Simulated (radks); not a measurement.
Numerical settings for the cerium ion Ce40+, [Ar]. Method: Dirac Kohn-Sham, PBE, spin-unpolarised, spherical densities, finite nucleus; Fermi nuclear charge, rms radius 4.8771 fm; computed with a radial shooting solver on a logarithmic mesh with Libxc functionals. The defaults (mesh step 0.008 in ln r, mesh end at 40 bohr or more with all orbitals vanishing there, Anderson mixing 0.5 over 9 steps, residual threshold near 1e-9 with the energy settled to 1e-9 hartree or 1e-11 of itself, here a cap of 60 iterations) give E = -7526.9919 hartree and 3p3/2 at -3047.0 eV in 13 iterations. Run on one thread of a shared host, so times are rough (Intel(R) Xeon(R) Platinum 8488C): 0.05 s of CPU time, 0.05 s wall, 13 iterations on 2189 mesh points. Changes against that run (0 stands for a change within the tolerance of the run):

setting                     iterations  converged  E (mhartree)  e(3p3/2) (meV)  CPU (s)
mesh step in ln r 0.003             13        yes             0               0     0.16
mesh step in ln r 0.012             13        yes             0               0     0.04
mesh step in ln r 0.03              13        yes      +0.00354               0     0.02
mesh end (bohr) 1                   13        yes        +0.248           +2.62     0.06
mesh end (bohr) 12                  13        yes             0               0     0.06
residual threshold 1e-05             8        yes             0          +0.178     0.04
residual threshold 1e-16            60         no             0               0     0.16
mixing 1.5                          13        yes             0               0     0.06
linear mixing, mixing 0.05          60         no         +36.5       -3.17e+04     0.22
linear mixing, mixing 0.8           17        yes             0               0     0.07
mixing history 3                    14        yes             0               0     0.06
iteration cap 5                      5         no     +0.000246           +66.7     0.03

No run marked as converged misses the energy by more than 1 mhartree. A mesh that ends early acts as a hard wall.
